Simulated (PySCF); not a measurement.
H$_{8}$GeN$_{4}$, SMILES `[NH2][Ge]([NH2])([NH2])[NH2]`, neutral singlet in the gas phase. 

Z-matrix (Å, degrees):
```
Ge
N 1 1.8342
H 2 1.0187 1 113.80
H 2 1.0195 3 107.89 1 126.46
N 1 1.8342 2 102.00 3 174.56
H 5 1.0187 1 113.80 2 174.56
H 5 1.0195 6 107.89 1 126.46
N 1 1.8342 2 113.33 3 52.38
H 8 1.0187 1 113.81 2 63.25
H 8 1.0195 9 107.90 1 -126.46
N 1 1.8342 2 113.33 3 -63.25
H 11 1.0187 1 113.81 2 -52.38
H 11 1.0195 12 107.90 1 -126.46
```
Charge 0, spin multiplicity 1.

All levels are single points at this geometry (r2SCAN-D4/def2-SVP); Pople sets use spherical d functions. Orbital energies aren't observables, and empty levels follow the basis.

```json
[
 {"level": "r2SCAN-D4/def2-TZVP in PySCF", "HOMO (eV)": "-6.04", "LUMO (eV)": "0.20", "gap (eV)": "6.24", "dipole (D)": "0.00", "vertical IE, Delta-SCF (eV)": "–"},
 {"level": "B3LYP/6-311+G** (LANL2DZ on Ge) in PySCF", "HOMO (eV)": "-7.08", "LUMO (eV)": "-0.18", "gap (eV)": "6.90", "dipole (D)": "0.00", "vertical IE, Delta-SCF (eV)": "–"},
 {"level": "B3LYP/6-31G* in PySCF", "HOMO (eV)": "-6.53", "LUMO (eV)": "0.93", "gap (eV)": "7.46", "dipole (D)": "0.00", "vertical IE, Delta-SCF (eV)": "8.78"},
 {"level": "B3LYP/LANL2DZ in PySCF", "HOMO (eV)": "-6.62", "LUMO (eV)": "1.22", "gap (eV)": "7.85", "dipole (D)": "0.00", "vertical IE, Delta-SCF (eV)": "–"},
 {"level": "BP86/6-31G* in PySCF", "HOMO (eV)": "-5.35", "LUMO (eV)": "0.33", "gap (eV)": "5.67", "dipole (D)": "0.00", "vertical IE, Delta-SCF (eV)": "–"},
 {"level": "SVWN5/6-31G* in PySCF", "HOMO (eV)": "-5.31", "LUMO (eV)": "0.18", "gap (eV)": "5.49", "dipole (D)": "0.00", "vertical IE, Delta-SCF (eV)": "–"}
]
```
